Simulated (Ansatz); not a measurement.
`CNB(C)[SiH3]`, charge 0, multiplicity 1.

Q: Give a relaxed structure at PBE0-D4/def2-TZVP (Ansatz). (An estimate is asked.)

A: Computed: 
Z-matrix (Å, degrees):
```
C
N 1 1.446
H 1 1.094 2 111.2
H 1 1.094 2 111.3 3 120.5
H 1 1.088 2 110.1 3 -119.7
B 2 1.394 1 129.2 3 120.7
H 2 1.008 1 112.8 3 -59.4
Si 6 2.028 2 116.1 1 179.9
C 6 1.574 2 123.7 1 -0.2
H 8 1.493 6 112.3 2 121.4
H 8 1.493 6 112.1 2 -118.9
H 8 1.496 6 111.7 2 1.1
H 9 1.096 6 109.9 2 -121.0
H 9 1.093 6 115.9 2 1.2
H 9 1.095 6 110.1 2 123.5
```
Point group Cs.
This is one stationary point; other conformers may exist.
